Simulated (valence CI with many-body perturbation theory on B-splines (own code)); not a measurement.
## Ce XVIII: calculated level list

Method: relativistic CI+MBPT: five valence electrons over a frozen Dirac-Fock core [Kr], radial functions for each j: 7 s, 7 p, 8 d, 6 f, 4 g, 1 h, with the one-electron correlation potential Σ1 (screened to all orders), the two-electron term Σ2, the three-electron term Σ3, Breit, model QED; selected single and double excitations, second order for the rest, scaled by the run's own slope (own B-spline code, finite nucleus).

No measured spectrum was set against this ion. As an estimate, terms of the open shell hold to 2 to 4 % of their energy, and close levels can change places. Among the levels kept, up to 610 cm⁻¹ of a level comes from second order outside the variational space, and about a tenth of that is noise between levels of different J, which matters for small intervals. Only levels of the ground parity were solved; by the run's estimate the other parity begins above the list, which can be wrong where configurations are misplaced.

Levels 1 to 32 of 32, with energies above the lowest level, 4d5 6S_5/2. "Leading %" is the weight of the configuration and term that name the level; weights of strongly mixed levels are sums over their largest components and can fall short, so below about 35 % the name and the second component can differ from the true leading terms, or belong to a minority configuration. In the jj column 3d3/2^4 stands for four electrons in 3d with j = 3/2. Lifetimes count E1, E2, E3, M1 and M2 decay at the calculated energies, and are blank where another channel may lead or the interval is too uncertain; long ones can be off by a factor of two.

```csv
No.,Configuration,Term,J,E (cm⁻¹),Leading %,g,Lifetime,Leading jj
1,4d5,6S,5/2,0.0,76,1.882,,4d3/2^3 4d5/2^2 (40 %)
2,4d5,4G,5/2,34988,27,1.058,2.39 ms,4d3/2^4 4d5/2 (60 %)
3,4d5,4G,7/2,50319,56,1.109,7.72 ms,4d3/2^3 4d5/2^2 (89 %)
4,4d5,4D,3/2,52625,46,1.328,1.19 ms,4d3/2^3 4d5/2^2 (89 %)
5,4d5,4G,11/2,53528,68,1.199,,4d3/2^3 4d5/2^2 (79 %)
6,4d5,4G,5/2,56346,39,1.078,1.85 ms,4d3/2^3 4d5/2^2 (53 %)
7,4d5,4G,9/2,56950,75,1.166,121 ms,4d3/2^3 4d5/2^2 (62 %)
8,4d5,4P,1/2,61975,58,1.729,27.0 ms,4d3/2^3 4d5/2^2 (61 %)
9,4d5,4D,7/2,70278,52,1.254,4.48 ms,4d3/2^2 4d5/2^3 (64 %)
10,4d5,2D,5/2,74399,35,1.250,1.09 ms,4d3/2^3 4d5/2^2 (52 %)
11,4d5,2I,11/2,80855,67,1.017,3.24 ms,4d3/2^2 4d5/2^3 (83 %)
12,4d5,2F,7/2,81680,38,1.136,4.61 ms,4d3/2^3 4d5/2^2 (58 %)
13,4d5,4D,1/2,83105,66,0.842,1.97 ms,4d3/2^2 4d5/2^3 (86 %)
14,4d5,4D,3/2,85307,38,1.163,2.14 ms,4d3/2^2 4d5/2^3 (56 %)
15,4d5,2G,9/2,87079,48,1.155,3.45 ms,4d3/2^2 4d5/2^3 (64 %)
16,4d5,4F,3/2,89272,53,0.865,696 μs,4d3/2^2 4d5/2^3 (76 %)
17,4d5,2I,13/2,89567,99,1.075,16.8 ms,4d3/2^2 4d5/2^3 (99 %)
18,4d5,2F,5/2,93991,36,1.018,953 μs,4d3/2^2 4d5/2^3 (71 %)
19,4d5,2H,9/2,104790,51,1.107,844 μs,4d3/2^2 4d5/2^3 (98 %)
20,4d5,4F,5/2,107240,35,1.092,649 μs,4d3/2^2 4d5/2^3 (59 %)
21,4d5,2G,7/2,107470,61,0.996,3.67 ms,4d3/2^2 4d5/2^3 (94 %)
22,4d5,2F,5/2,114220,41,1.095,556 μs,4d3/2^2 4d5/2^3 (48 %)
23,4d5,2D,3/2,114970,65,0.745,1.75 ms,4d3/2^2 4d5/2^3 (41 %)
24,4d5,2F,7/2,119110,66,1.085,903 μs,4d3/2^2 4d5/2^3 (57 %)
25,4d5,2S,1/2,122360,73,1.929,829 μs,4d3/2^2 4d5/2^3 (40 %)
26,4d5,4F,7/2,125330,46,1.189,701 μs,4d3/2 4d5/2^4 (79 %)
27,4d5,2G,9/2,128350,48,1.092,1.49 ms,4d3/2 4d5/2^4 (52 %)
28,4d5,2H,11/2,129760,68,1.066,579 μs,4d3/2 4d5/2^4 (94 %)
29,4d5,2D,3/2,139000,77,0.838,433 μs,4d3/2 4d5/2^4 (57 %)
30,4d5,2D,5/2,144630,61,1.100,466 μs,4d3/2 4d5/2^4 (68 %)
31,4d5,2G,9/2,152520,93,1.110,968 μs,4d3/2^2 4d5/2^3 (56 %)
32,4d5,2D,5/2,153480,56,1.110,545 μs,4d5/2^5 (41 %)
```

Names give the largest LS component (configuration and term), which can be under half, so a name can repeat, a term be missing and a line seem to break the LS rules; names also repeat where a configuration has a term twice.

Where two levels of one J and parity lie close, their mixing, g and order are uncertain.

The ionisation energy to 4d4 5D_0 of the next ion comes out as 472.8 eV (NIST: 472 ± 3 eV (theoretical)). All 32 levels together are meant to be complete up to 158950 cm⁻¹.
